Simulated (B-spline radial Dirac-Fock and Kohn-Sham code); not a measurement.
## X-ray lines that fill the L1 vacancy in Ti⁸⁺

System: titanium as Ti⁸⁺, configuration [Ne] 3s2 3p2.

The run's input, task.json:

```json
{"items": [{
  "Z": 22,
  "q": 8,
  "cfg": [[1, 0, 2], [2, 0, 2], [2, 1, 6], [3, 0, 2], [3, 1, 2]],
  "A": 48,
  "rrms": 3.5921,
  "do": ["binding", "quiet", "decay"],
  "holes": ["K", "L1", "L2", "L3", "M1"]
}]}
```

Command: `python xray_run.py task.json out`

Level of theory: independent-particle rates on relativistic LDA orbitals of the hole state (multipoles up to L = 3, Coulomb Auger matrix elements, transition energies from Dirac-Fock); a B-spline atomic structure program.

```csv
line,multipole,energy (eV),width (meV),share (%)
L1-L2,E1,101.5,0.0207,3.12
L1-L3,E1,107.2,0.0493,7.43
Lβ4,E1,562.5,0.203,30.6
Lβ3,E1,563.5,0.390,58.8
```

The listed lines hold 100.0 % of the radiative rate. The radiative width is 0.000663 eV in the length form and 0.000627 eV in the velocity form; the two differ because the transition energies are not eigenvalue differences of the potential that gave the orbitals.

Values without a named source are computed, but for edge energies of neutral atoms, which are taken from tables.
